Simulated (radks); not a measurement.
Species: the lanthanum ion La2+. Configuration: [Xe] 5d1. Method: non-relativistic Kohn-Sham, SCAN, spin-polarised, spherical densities, point nucleus; open shells are filled with parallel spins first (spin-orbit coupling, left out, can overturn this in heavy ions); meta-GGA in the generalised Kohn-Sham scheme; relativity is left out, which matters for an element this heavy; computed with a radial shooting solver on a logarithmic mesh with Libxc functionals. Some entries of the table are withheld. Estimate them.

| orbital | occ. | eigenvalue (hartree) | <r^2> (bohr^2) |
|---|---|---|---|
| 1s down | 1 | -1359.578 | 0.0009497 |
| 1s up | 1 | -1359.578 | 0.0009497 |
| 2s up | 1 | -211.4467 | 0.01530 |
| 2s down | 1 | -211.4457 | 0.01530 |
| 2p up | 3 | -199.6351 | 0.01145 |
| 2p down | 3 | -199.6342 | 0.01145 |
| 3s up | 1 | -45.85437 | 0.1020 |
| 3s down | 1 | -45.85368 | 0.1020 |
| 3p up | 3 | -40.74411 | 0.09691 |
| 3p down | 3 | -40.74337 | 0.09691 |
| 3d up | 5 | -31.28687 | 0.07996 |
| 3d down | 5 | -31.28579 | 0.07996 |
| 4s up | 1 | -9.69633 | 0.5259 |
| 4s down | 1 | -9.69417 | 0.5261 |
| 4p up | 3 | -7.78775 | 0.5650 |
| 4p down | 3 | -7.78572 | 0.5653 |
| 4d up | 5 | -4.47128 | 0.6766 |
| 4d down | 5 | -4.46921 | 0.6766 |
| 5s up | 1 | (1) | (2) |
| 5s down | 1 | (3) | (4) |
| 5p up | 3 | -1.30130 | 3.724 |
| 5p down | 3 | -1.27770 | 3.663 |
| 5d up | 1 | -0.55909 | 7.272 |

Answer. 
(1) 5s up eigenvalue (hartree): -1.81830
(2) 5s up <r^2> (bohr^2): 2.986
(3) 5s down eigenvalue (hartree): -1.80141
(4) 5s down <r^2> (bohr^2): 2.956
